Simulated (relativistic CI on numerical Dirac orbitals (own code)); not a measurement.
Computed by Dirac-Coulomb-Breit CI, KLI orbitals optimised for each configuration, model QED (radiative potential, 1s self-energy scaled to tabulated hydrogen-like ionisation energies), unscaled Slater integrals (own radial code, finite nucleus).

The strongest absorption lines from the ground level of an ion, among the configurations computed and to levels below about 220 eV (vacuum wavelength in nm, gf): 6.5068 (0.082), 6.6170 (0.079), 6.7293 (0.054), 6.8722 (0.059), 6.9560 (0.2), 6.9565 (0.27), 7.0398 (0.39), 7.3381 (0.13).

(1) Which ion is it?
A. Ta³⁰⁺
B. Ta³⁴⁺
C. Ta³²⁺
D. Yb²⁹⁺

Answers

(1) C. Ta³²⁺ has 41 electrons and the ground level 4s²4p⁶4d⁵ ⁴P5/2; the strongest line goes to 4s²4p⁵4d⁶ ⁶P°5/2. The pattern of lines fixes the number of electrons, and along that sequence the line energies rise steadily with the charge (about as its square where n changes within one kind of shell, about linearly where n is kept but much faster in heavy ions where fine structure, which grows about as Z⁴, sets the gap, and irregularly where shells cross), which fixes Z. Configurations outside the model, such as inner-shell arrays, can give stronger lines. At this charge energies of transitions that change n are usually good to better than 1 %, and those within a shell (Δn = 0) to a few per cent. Terms inside the open d or f shell come out 10 to 20 % too wide with unscaled integrals.

LS names give the leading component of a level, which can be under half, so a name can repeat, a term be missing and a line seem to break the LS rules.
